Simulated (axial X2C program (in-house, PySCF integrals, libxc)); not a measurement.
# Levels of HfH by electron attachment to HfH⁺ (EOM-EA-CCSD)

Calculated with an axial X2C code built on PySCF integrals: two-component X2C with atomic mean-field Coulomb and Gaunt terms, Gaussian nuclei, basis Hf dyall-acv3z, H dyall-av3z with contracted cores.

R = 1.897 Å (1.045 times 1.815 Å, the PBE0 minimum at charge 0 for the lowest determinant).

Levels of HfH obtained by attaching an electron to HfH⁺:

| Ω | binding energy (eV) | above lowest (cm⁻¹) | attached spinor | one-particle weight |
| --- | --- | --- | --- | --- |
| 3/2 | 6.616 | 0 | 85% Hf dδ, 13% Hf dπ | 0.88 |
| 1/2 | 6.477 | 1125 | 72% Hf dπ, 10% Hf pσ, 6% Hf pπ | 0.91 |
| 5/2 | 6.255 | 2914 | 99% Hf dδ | 0.88 |
| 3/2 | 6.137 | 3863 | 75% Hf dπ, 16% Hf dδ | 0.90 |
| 1/2 | 5.735 | 7108 | 46% Hf pσ, 30% Hf dσ, 11% Hf dπ | 0.92 |
| 1/2 | 4.912 | 13749 | 80% Hf pπ, 12% H pπ | 0.89 |
| 3/2 | 4.627 | 16044 | 84% Hf pπ, 12% H pπ | 0.89 |

Question: What is the splitting of the first π pair in the table, and is it regular or inverted?

Answer: E(3/2) − E(1/2) = 3863 − 1125 = 2738 cm⁻¹ at EOM-EA-CCSD: regular, Ω = 1/2 lower. Splittings at this level can be off by ten to twenty per cent.

This point took 32 s on 1 thread of Arm Neoverse N1 (shared host).

Reference electrons by ω block (each with its −ω partner): 1/2: 21, 3/2: 10, 5/2: 4, 7/2: 1. 12 electrons of HfH⁺ correlated (inner shells frozen), 92 natural virtual spinors (a truncated set); levels can be off by some tenths of an eV. Roots sought by Ω: (1/2: 5, 3/2: 4, 5/2: 2, 7/2: 1); the list ends where they run out and leaves out roots under 60 % one-particle weight. The solver can skip a root, and states that need a further excitation, which the method places far too high, are missing though they may lie low or lowest. T1 of the reference 0.020 (Lee–Taylor). The reference was not checked to be the lowest state of its species. Number of frozen shells: Hf 4 s, 3 p, 2 d, 1 f; H none. Large amplitudes in the reference (orbital relaxation or multireference character) lower the reliability.
